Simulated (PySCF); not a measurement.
CN (SMILES [C]#N), doublet, geometry from GFN2-xTB; BLYP/6-31G* (PySCF).

Input for PySCF:
```python
from pyscf import gto, scf, dft

mol = gto.Mole()
mol.atom = '''
    C    -0.000000   -0.000000   -0.611542
    N     0.000000    0.000000    0.524179
'''
mol.basis = '6-31g*'
mol.charge = 0
mol.spin = 1
mol.verbose = 4
mol.symmetry = True
mol.symmetry_subgroup = 'C2v'
mol.build()

mf = dft.UKS(mol)
mf.xc = 'blyp'
mf.kernel()
mf.analyze()
```

Output, abridged:

```
PySCF version 2.14.0

[INPUT] verbose = 4
[INPUT] num. atoms = 2
[INPUT] num. electrons = 13
[INPUT] charge = 0
[INPUT] spin (= nelec alpha-beta = 2S) = 1
[INPUT] symmetry True subgroup C2v
[INPUT] Mole.unit = angstrom
[INPUT] Symbol           X                Y                Z      unit          X                Y                Z       unit  Magmom
[...]
nuclear repulsion = 19.5694566347193
point group symmetry = Coov, use subgroup C2v
symmetry origin: [0.00000000e+00 0.00000000e+00 1.45363548e-07]
symmetry axis x: [1. 0. 0.]
symmetry axis y: [0. 1. 0.]
symmetry axis z: [0. 0. 1.]
num. orbitals of irrep A1 = 14
num. orbitals of irrep A2 = 2
num. orbitals of irrep B1 = 6
num. orbitals of irrep B2 = 6
number of shells = 12
number of NR pGTOs = 54
number of NR cGTOs = 28
basis = 6-31g*
ecp = {}

******** <class 'pyscf.dft.uks_symm.SymAdaptedUKS'> ********
method = SymAdaptedUKS
initial guess = minao
damping factor = 0
level_shift factor = 0
DIIS = <class 'pyscf.scf.diis.CDIIS'>
diis_start_cycle = 1
diis_space = 8
diis_damp = 0
SCF conv_tol = 1e-09
SCF conv_tol_grad = None
SCF max_cycles = 50
direct_scf = True
direct_scf_tol = 1e-13
number electrons alpha = 7  beta = 6
XC library pyscf.dft.libxc version 7.1.2
    S. Lehtola, C. Steigemann, M. J. T. Oliveira, and M. A. L. Marques,  SoftwareX 7, 1–5 (2018)
XC functionals = blyp
    A. D. Becke,  Phys. Rev. A 38, 3098 (1988)
    C. Lee, W. Yang, and R. G. Parr,  Phys. Rev. B 37, 785 (1988)
    B. Miehlich, A. Savin, H. Stoll, and H. Preuss,  Chem. Phys. Lett. 157, 200 (1989)
radial grids:
    Treutler-Ahlrichs [JCP 102, 346 (1995); DOI:10.1063/1.469408] (M4) radial grids

becke partition: Becke, JCP 88, 2547 (1988); DOI:10.1063/1.454033
pruning grids: <function nwchem_prune>
grids dens level: 3
symmetrized grids: True
atomic radii adjust function: <function treutler_atomic_radii_adjust>
small_rho_cutoff = 0
Freeze 0 electrons in irreps []
    13 free electrons in irreps A1 A2 B1 B2
Set gradient conv threshold to 3.16228e-05
tot grids = 28024
init E= -92.9000762912091

cycle= 1 E= -92.6446456701657  delta_E= 0.255  |g|= 0.31  |ddm|= 1.28
cycle= 2 E= -91.7625125754197  delta_E= 0.882  |g|= 1.32  |ddm|= 1.06
cycle= 3 E= -92.6898034255262  delta_E= -0.927  |g|= 0.0702  |ddm|= 0.901
cycle= 4 E= -92.6921859888848  delta_E= -0.00238  |g|= 0.017  |ddm|= 0.0696
cycle= 5 E= -92.6923470483637  delta_E= -0.000161  |g|= 0.00161  |ddm|= 0.018
cycle= 6 E= -92.6923489235883  delta_E= -1.88e-06  |g|= 0.000555  |ddm|= 0.00203
cycle= 7 E= -92.6923491614264  delta_E= -2.38e-07  |g|= 0.000269  |ddm|= 0.000693
cycle= 8 E= -92.6923492314645  delta_E= -7e-08  |g|= 2.01e-05  |ddm|= 0.000478
cycle= 9 E= -92.6923492321093  delta_E= -6.45e-10  |g|= 2.78e-06  |ddm|= 5.91e-05
Extra cycle  E= -92.6923492320394  delta_E= 6.99e-11  |g|= 1.25e-05  |ddm|= 9.84e-06
converged SCF energy = -92.6923492320394  <S^2> = 0.75351277  2S+1 = 2.0035097
**** SCF Summaries ****
Total Energy =                         -92.692349232039447
Nuclear Repulsion Energy =              19.569456634719266
One-electron Energy =                 -163.336727304991939
Two-electron Energy =                   51.074921438233218
Two-electron Coulomb Energy =           63.262023302541877
DFT Exchange-Correlation Energy =      -12.187101864308662
Wave-function symmetry = A1
alpha occupancy for each irrep:     A1   A2   B1   B2
                                     5    0    1    1
beta  occupancy for each irrep:     A1   A2   B1   B2
                                     4    0    1    1
**** MO energy ****
alpha MO #1 (A1 #1), energy= -14.0826633144648 occ= 1
alpha MO #2 (A1 #2), energy= -10.0209852312671 occ= 1
alpha MO #3 (A1 #3), energy= -0.872832179652707 occ= 1
alpha MO #4 (A1 #4), energy= -0.422540048347974 occ= 1
alpha MO #5 (B1 #1), energy= -0.341491375101006 occ= 1
alpha MO #6 (B2 #1), energy= -0.341491375101005 occ= 1
alpha MO #7 (A1 #5), energy= -0.338228154456412 occ= 1
alpha MO #8 (B1 #2), energy= -0.021272319018001 occ= 0
alpha MO #9 (B2 #2), energy= -0.0212723190180005 occ= 0
alpha MO #10 (A1 #6), energy= 0.266614431286621 occ= 0
alpha MO #11 (B1 #3), energy= 0.468075433994909 occ= 0
alpha MO #12 (B2 #3), energy= 0.468075433994911 occ= 0
alpha MO #13 (A1 #7), energy= 0.497667991954205 occ= 0
alpha MO #14 (A1 #8), energy= 0.593573372533254 occ= 0
alpha MO #15 (B1 #4), energy= 0.700832294704851 occ= 0
alpha MO #16 (B2 #4), energy= 0.700832294704852 occ= 0
alpha MO #17 (A1 #9), energy= 0.771891030242894 occ= 0
alpha MO #18 (A1 #10), energy= 1.24827481001596 occ= 0
alpha MO #19 (A1 #11), energy= 1.42218865873094 occ= 0
alpha MO #20 (A2 #1), energy= 1.4221888016589 occ= 0
alpha MO #21 (B1 #5), energy= 1.46067865494902 occ= 0
alpha MO #22 (B2 #5), energy= 1.46067865494902 occ= 0
alpha MO #23 (A1 #12), energy= 1.87114138652892 occ= 0
alpha MO #24 (A2 #2), energy= 1.87114153649304 occ= 0
alpha MO #25 (A1 #13), energy= 2.28845162371775 occ= 0
alpha MO #26 (B1 #6), energy= 2.48217131557219 occ= 0
alpha MO #27 (B2 #6), energy= 2.4821713155722 occ= 0
alpha MO #28 (A1 #14), energy= 2.79713431806111 occ= 0
beta  MO #1 (A1 #1), energy= -14.0779298861526 occ= 1
beta  MO #2 (A1 #2), energy= -10.0093235263589 occ= 1
beta  MO #3 (A1 #3), energy= -0.855569187740945 occ= 1
beta  MO #4 (A1 #4), energy= -0.376173201094879 occ= 1
beta  MO #5 (B1 #1), energy= -0.33225129462596 occ= 1
beta  MO #6 (B2 #1), energy= -0.33225129462596 occ= 1
beta  MO #7 (A1 #5), energy= -0.266735416063058 occ= 0
beta  MO #8 (B1 #2), energy= 0.000318423035905513 occ= 0
beta  MO #9 (B2 #2), energy= 0.000318423035906235 occ= 0
beta  MO #10 (A1 #6), energy= 0.284208897356659 occ= 0
beta  MO #11 (B1 #3), energy= 0.479720916072428 occ= 0
beta  MO #12 (B2 #3), energy= 0.47972091607243 occ= 0
beta  MO #13 (A1 #7), energy= 0.546588764805013 occ= 0
beta  MO #14 (A1 #8), energy= 0.613079281843227 occ= 0
beta  MO #15 (B1 #4), energy= 0.705860553239008 occ= 0
beta  MO #16 (B2 #4), energy= 0.705860553239009 occ= 0
beta  MO #17 (A1 #9), energy= 0.811670412695613 occ= 0
beta  MO #18 (A1 #10), energy= 1.26057626793257 occ= 0
beta  MO #19 (A1 #11), energy= 1.43367385084837 occ= 0
beta  MO #20 (A2 #1), energy= 1.43367393809205 occ= 0
beta  MO #21 (B1 #5), energy= 1.5031136961661 occ= 0
beta  MO #22 (B2 #5), energy= 1.5031136961661 occ= 0
beta  MO #23 (A1 #12), energy= 1.88427751595085 occ= 0
beta  MO #24 (A2 #2), energy= 1.88427763606018 occ= 0
beta  MO #25 (A1 #13), energy= 2.34101751493422 occ= 0
beta  MO #26 (B1 #6), energy= 2.52491769124103 occ= 0
beta  MO #27 (B2 #6), energy= 2.52491769124104 occ= 0
beta  MO #28 (A1 #14), energy= 2.8448321860778 occ= 0
 ** Mulliken pop alpha/beta on meta-lowdin orthogonal AOs **
 ** Mulliken pop       alpha | beta **
[...]
In total             7.00000 | 6.00000
 ** Mulliken atomic charges   ( Nelec_alpha | Nelec_beta ) **
charge of  0C =      0.09294  (     3.34426      2.56280 )
charge of  1N =     -0.09294  (     3.65574      3.43720 )
Dipole moment(X, Y, Z, Debye):  0.00000,  0.00000, -1.04415
```
